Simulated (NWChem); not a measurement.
System: silene (CH$_{4}$Si); SMILES C=[SiH2]

NWChem input:

```
start job
memory heap 200 mb stack 900 mb global 1100 mb
geometry units angstroms noautosym nocenter noautoz
  C      0.000000     0.000000     1.156833
  Si     0.000000     0.000000    -0.550782
  H      0.000000     0.926618     1.737769
  H      0.000000    -0.926618     1.737769
  H      0.000000    -1.249623    -1.353995
  H      0.000000     1.249623    -1.353995
end
basis spherical
  * library aug-cc-pvtz
end
dft
  xc b3lyp
  iterations 150
  semidirect filesize 400000000
end
cosmo
  do_cosmo_smd true
  solvent water
end
task dft energy
```

All runs use the structure optimised with PBE0/def2-SVP. Solvent: water.

Solvent water, SMD (1 M gas to 1 M solution), gas-phase geometry. Reactions with the solvent are ignored.

Predict the main results of this run. (B3LYP/aug-cc-pVTZ, SMD on the gas-phase geometry.) Quantities: basis functions; solvation free energy (kcal/mol); cavity-dispersion-structure term (kcal/mol); dipole in solution (D).

number of basis functions: 188
solvation free energy (kcal/mol): 1.2
cavity-dispersion-structure term (kcal/mol): 3.1
dipole in solution (D): 1.19
